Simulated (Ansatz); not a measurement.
| atom | x (Å) | y (Å) | z (Å) |
| --- | --- | --- | --- |
| Li | 0.0000 | 0.0000 | 0.0000 |
| O | 2.8111 | 0.0000 | 0.0000 |
| O | -1.4055 | 2.4344 | 0.0000 |
| O | -1.4055 | -2.4344 | 0.0000 |

Basis set: pcseg-2 (spherical functions). Charge 0, multiplicity 2.

Computed with Ansatz (development build ahead of 0.2.0); each method stands on the lowest determinant of its kind that the runs found. Restricted functionals stand beside restricted open-shell atoms, which can lie above the unrestricted atoms usual in DFT and then raise those values.

The atomization energy at this shape (free ground-state atoms in the same class of orbitals less the molecule, no zero-point energy) of doublet LiO₃:

```
                       method  atomization energy
ωB97X (restricted open-shell)     -60.69 kcal/mol
```

Problem. What does ωB97X (unrestricted) give?

Solution. 52.08 kcal/mol. Caution: the shape is not the minimum. Caution for ωB97X (unrestricted): the unrestricted determinant is a mixture of spin states. Caution for ωB97X (restricted open-shell): an unrestricted determinant lies well below; the molecule lies well above its atoms at this level.
